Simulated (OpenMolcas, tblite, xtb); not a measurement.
# InN2H5 (SMILES [NH2][InH][NH2]): the vertical energy of the triplet above the singlet, rung by rung

InN2H5: 8 atoms, total charge 0, spin state singlet. As SMILES, `[NH2][InH][NH2]`. The shape is that of a PBE0-D4/def2-TZVP optimisation.

Quantity: the vertical energy of the triplet above the singlet, in eV. The values are calculated.

| level | kind | program | value (eV) | less CCSD(T)/def2-SVP |
| --- | --- | --- | --- | --- |
| GFN0-xTB | semi-empirical | xtb | 3.98 | -0.95 |
| IPEA1-xTB | semi-empirical | tblite | 4.11 | -0.82 |
| HF/def2-SVP (core potential) | Hartree–Fock | OpenMolcas | 4.99 | +0.06 |
| SVWN5/def2-SVP (core potential) | LDA | OpenMolcas | 4.24 | -0.69 |
| revPBE/def2-SVP (core potential) | GGA | OpenMolcas | 4.13 | -0.80 |
| r2SCAN/def2-SVP (core potential) | meta-GGA | OpenMolcas | 4.19 | -0.74 |
| PBE0/def2-SVP (core potential) | global hybrid | OpenMolcas | 4.78 | -0.15 |
| CCSD(T)/def2-SVP (core potential), open shells restricted | coupled cluster or CI | OpenMolcas | 4.93 | 0.00 |

Differences are taken from CCSD(T)/def2-SVP (core potential), open shells restricted for orientation; it has basis-set and higher-order errors of its own. Spin-orbit coupling, which can split open shells on such heavy atoms by tenths of an eV, is left out. The values span 3.98 to 4.99 eV. The xTB rows lack spin polarisation, so open shells miss the exchange term that lowers them. In the correlated wave-function rows the outer d shell of In is correlated, in sets not made for it.
